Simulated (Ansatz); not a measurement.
Consider the cleavage of the B–Si bond: `OB(F)[SiH2][SiH3]` + dimethylamine → `CN(C)B(O)F` + disilane.

Computed with Ansatz on PBE0-D4/def2-TZVP structures; ΔE is electronic, products minus reactants. CCSD(T)/CBS adds triple-zeta CCSD(T) − MP2 to the extrapolated MP2 energy (def2 sets, frozen cores). Functionals use def2-TZVPP. B3LYP here is the variant with VWN-RPA as its local correlation; programs differ in this. One conformer a species, not always the lowest.

```json
{"level": "PBE-D4", "ΔE (kJ/mol)": "-105.7", "difference from CCSD(T)/CBS": "13.1"}
{"level": "r2SCAN-D4", "ΔE (kJ/mol)": "-118.0", "difference from CCSD(T)/CBS": "0.8"}
{"level": "PBE0-D4", "ΔE (kJ/mol)": "-112.9", "difference from CCSD(T)/CBS": "5.9"}
{"level": "B3LYP-D4", "ΔE (kJ/mol)": "-118.8", "difference from CCSD(T)/CBS": "0.0"}
{"level": "ωB97X-V", "ΔE (kJ/mol)": "-116.1", "difference from CCSD(T)/CBS": "2.7"}
{"level": "ωB97M-V", "ΔE (kJ/mol)": "-120.5", "difference from CCSD(T)/CBS": "-1.7"}
{"level": "B2PLYP", "ΔE (kJ/mol)": "-119.2", "difference from CCSD(T)/CBS": "-0.4"}
{"level": "PBE", "ΔE (kJ/mol)": "-103.5", "difference from CCSD(T)/CBS": "15.3"}
{"level": "r2SCAN", "ΔE (kJ/mol)": "-117.4", "difference from CCSD(T)/CBS": "1.4"}
{"level": "PBE0", "ΔE (kJ/mol)": "-111.3", "difference from CCSD(T)/CBS": "7.5"}
{"level": "B3LYP", "ΔE (kJ/mol)": "-115.6", "difference from CCSD(T)/CBS": "3.2"}
{"level": "HF/def2-TZVPP", "ΔE (kJ/mol)": "-128.3", "difference from CCSD(T)/CBS": "-9.5"}
{"level": "MP2/def2-TZVPP", "ΔE (kJ/mol)": "-124.1", "difference from CCSD(T)/CBS": "-5.3"}
{"level": "SCS-MP2/def2-TZVPP", "ΔE (kJ/mol)": "-123.2", "difference from CCSD(T)/CBS": "-4.4"}
{"level": "CCSD/def2-TZVPP", "ΔE (kJ/mol)": "-121.6", "difference from CCSD(T)/CBS": "-2.8"}
{"level": "CCSD(T)/def2-TZVPP", "ΔE (kJ/mol)": "-120.1", "difference from CCSD(T)/CBS": "-1.3"}
{"level": "HF/def2-QZVPP", "ΔE (kJ/mol)": "-128.6", "difference from CCSD(T)/CBS": "-9.8"}
{"level": "MP2/def2-QZVPP", "ΔE (kJ/mol)": "-123.5", "difference from CCSD(T)/CBS": "-4.7"}
{"level": "SCS-MP2/def2-QZVPP", "ΔE (kJ/mol)": "-122.7", "difference from CCSD(T)/CBS": "-3.9"}
{"level": "HF/CBS(def2)", "ΔE (kJ/mol)": "-128.7", "difference from CCSD(T)/CBS": "-9.9"}
{"level": "MP2/CBS(def2)", "ΔE (kJ/mol)": "-122.8", "difference from CCSD(T)/CBS": "-4.0"}
{"level": "CCSD/CBS(def2)", "ΔE (kJ/mol)": "-120.3", "difference from CCSD(T)/CBS": "-1.5"}
{"level": "CCSD(T)/CBS", "ΔE (kJ/mol)": "-118.8", "difference from CCSD(T)/CBS": "0"}
```

Largest T1 diagnostic among the species: 0.014.

The D4 term adds −3.2 kJ/mol with B3LYP and −1.6 kJ/mol with PBE0; it sums over pairs of atoms, weighted by their polarisabilities, and B3LYP, whose exchange is more repulsive, gets the larger term. From PBE to PBE0 (25 % exact exchange), in def2-TZVPP and without D4, ΔE moves by −7.7 kJ/mol.
